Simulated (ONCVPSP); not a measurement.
**Reading a pseudo-wave (boron)**

Columns: radius, all-electron u(r) and pseudo u(r) of the 2s shell (level -14.03 eV) of boron in the configuration [He] 2s2 2p0.5; PBEsol, scalar-relativistic, ONCV scheme, ONCVPSP 4.0.1.

```json
{"r (bohr)": "0.128", "all-electron": "-0.3066", "pseudo": "0.0423"}
{"r (bohr)": "0.255", "all-electron": "-0.2748", "pseudo": "0.0936"}
{"r (bohr)": "0.382", "all-electron": "-0.1177", "pseudo": "0.1605"}
{"r (bohr)": "0.510", "all-electron": "0.0731", "pseudo": "0.2453"}
{"r (bohr)": "0.638", "all-electron": "0.2544", "pseudo": "0.3435"}
{"r (bohr)": "0.765", "all-electron": "0.4084", "pseudo": "0.4456"}
{"r (bohr)": "0.893", "all-electron": "0.5333", "pseudo": "0.5437"}
{"r (bohr)": "1.020", "all-electron": "0.6269", "pseudo": "0.6273"}
{"r (bohr)": "1.148", "all-electron": "0.6926", "pseudo": "0.6917"}
{"r (bohr)": "1.275", "all-electron": "0.7330", "pseudo": "0.7329"}
{"r (bohr)": "1.402", "all-electron": "0.7527", "pseudo": "0.7527"}
{"r (bohr)": "1.530", "all-electron": "0.7557", "pseudo": "0.7557"}
{"r (bohr)": "1.658", "all-electron": "0.7452", "pseudo": "0.7452"}
{"r (bohr)": "1.785", "all-electron": "0.7246", "pseudo": "0.7246"}
{"r (bohr)": "1.912", "all-electron": "0.6966", "pseudo": "0.6965"}
{"r (bohr)": "2.040", "all-electron": "0.6630", "pseudo": "0.6630"}
{"r (bohr)": "2.168", "all-electron": "0.6259", "pseudo": "0.6259"}
{"r (bohr)": "2.295", "all-electron": "0.5872", "pseudo": "0.5872"}
{"r (bohr)": "2.422", "all-electron": "0.5476", "pseudo": "0.5476"}
{"r (bohr)": "2.550", "all-electron": "0.5078", "pseudo": "0.5078"}
{"r (bohr)": "2.678", "all-electron": "0.4688", "pseudo": "0.4688"}
{"r (bohr)": "2.805", "all-electron": "0.4314", "pseudo": "0.4314"}
{"r (bohr)": "2.932", "all-electron": "0.3956", "pseudo": "0.3956"}
{"r (bohr)": "3.060", "all-electron": "0.3615", "pseudo": "0.3615"}
{"r (bohr)": "3.188", "all-electron": "0.3295", "pseudo": "0.3295"}
{"r (bohr)": "3.315", "all-electron": "0.2999", "pseudo": "0.2999"}
```

Problem. How many radial nodes do the two functions have?

Solution. The all-electron 2s function has n − l − 1 = 1; the pseudo-wave has 0, since the states of the same l below it are removed with the core.

Problem. At about which radius was the pseudo-wave matched?

Solution. 1.35 bohr, where the columns begin to agree (steps of 0.13 bohr).

Problem. Is the pseudo-wave norm-conserving?

Solution. Yes: the ONCV scheme keeps the norm inside the radius equal to the all-electron one, which fixes the energy derivative of the logarithmic derivative at the level.
